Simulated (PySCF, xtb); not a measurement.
C9H8FNS, SMILES Fc1ccsc1-c1n(ccc1)C.

GFN2-xTB (xtb) at its own geometry gives an orbital gap of 2.68 eV and a dipole moment of 3.13 D.

The structure is a stationary point at PBE0-D3(BJ)/def2-SVP. The structure was generated by enumeration, and PubChem lists no compound with its InChIKey, so it may never have been made. Other conformers were not sampled.

Question: What does B3LYP/def2-SVP run with PySCF give? (The exact figures need the calculation; the answer reports its results.)

Answer: gap 4.46 eV (levels -5.31 and -0.85 eV), dipole 2.63 D.
